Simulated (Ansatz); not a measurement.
A set of 12 reactions (group exchange), with CCSD(T)/CBS values in kJ/mol:

```csv
reaction,ΔE
`O[SiH](F)[TeH]` + `B1CS1` → `[TeH]B1CS1` + `O[SiH2]F`,-4.7
`O[SiH](F)[TeH]` + `FC(Cl)Cl` → `O[Si](F)(Cl)[TeH]` + `FCCl`,-169.4
`CB[CH2][GaH2]` + `O[SiH2]I` → `CB[SiH](O)I` + `[CH3][GaH2]`,46.5
`N[SiH2]CO` + `N[SiH3]` → `N[SiH2][SiH2]CO` + NH₃,59.0
`F[SiH2][SiH2]F` + BH₃ → `B[SiH2]F` + `F[SiH3]`,0.0
`O=C[NH][GeH3]` + `BCl` → `O=CBCl` + `[NH2][GeH3]`,68.5
`O/C=C(\Cl)[SiH2]O` + `O[SiH](F)S` → `O[SiH2][SiH](O)F` + `O/C=C(/S)Cl`,152.7
`[BH2][GaH][CH3]` + `C[SiH3]` → `[BH2][GaH][SiH2]C` + CH₄,-32.2
`[SiH3]/C=C/[SiH3]` + `NBF` → `NB(F)/C=C/[SiH3]` + SiH₄,-16.4
`O[Si@H](Cl)[Si@@H](O)F` + `O[SiH](O)O` → `O[SiH](Cl)[Si](O)(O)O` + `O[SiH2]F`,-3.8
`FC[SiH2]CS` + `BS` → `FC[SiH2]BS` + CH₃SH,13.6
`[CH3][Al]([F])[BH]O` + `[SiH3][AsH2]` → `C[SiH2][AsH2]` + `O[BH][AlH][F]`,5.4
```

Program: Ansatz. Geometries: PBE0-D4/def2-TZVP. ΔE: electronic, gas phase. CCSD(T)/CBS is the MP2 limit (def2-TZVPP, def2-QZVPP) plus CCSD(T) − MP2 in def2-TZVPP, frozen cores. This one scheme is used for every species. Double bonds are as drawn, so ΔE can hold a change between cis and trans. DFT in def2-TZVPP. B3LYP here is the variant with VWN-RPA as its local correlation; programs differ in this. Elements past krypton have def2 core potentials. For As, Ga, Ge, I, Te outer-core shells are correlated without core-valence functions, which leaves a few kJ/mol of doubt a bond. Scalar relativity is left out up to krypton. Each species was taken in one conformer, which may not be the lowest.

(1) Give the mean, mean absolute and largest difference (level minus CCSD(T)/CBS, kJ/mol) for: r2SCAN-D4, B3LYP-D4, ωB97X-V, B2PLYP, PBE, r2SCAN, B3LYP, MP2/def2-TZVPP, CCSD(T)/def2-TZVPP, HF/def2-QZVPP, MP2/def2-QZVPP, SCS-MP2/def2-QZVPP, HF/CBS(def2), CCSD/CBS(def2). (Best estimate.)

The largest T1 diagnostic in the set is 0.016, for `B1CS1` (customary mark 0.02).

CCSD(T)/CBS is a level of theory with its own doubt, and the functionals carry their triple-zeta basis error, so these figures describe this set and don't rank the functionals.

## Answers

(1) Ansatz gave: 
```tsv
level	mean	mean absolute	largest
r2SCAN-D4	-0.5	4.2	11.4
B3LYP-D4	-0.6	3.5	-8.8
ωB97X-V	0.6	2.9	7.6
B2PLYP	1.1	1.9	5.6
PBE	-3.4	8.7	-21.5
r2SCAN	-0.2	4.3	11.0
B3LYP	0.3	3.7	-9.1
MP2/def2-TZVPP	2.0	4.3	-8.7
CCSD(T)/def2-TZVPP	-0.3	1.4	-5.0
HF/def2-QZVPP	4.0	6.8	18.6
MP2/def2-QZVPP	2.3	4.2	8.1
SCS-MP2/def2-QZVPP	2.1	3.5	9.8
HF/CBS(def2)	4.0	6.8	18.7
CCSD/CBS(def2)	0.4	1.2	-2.6
```
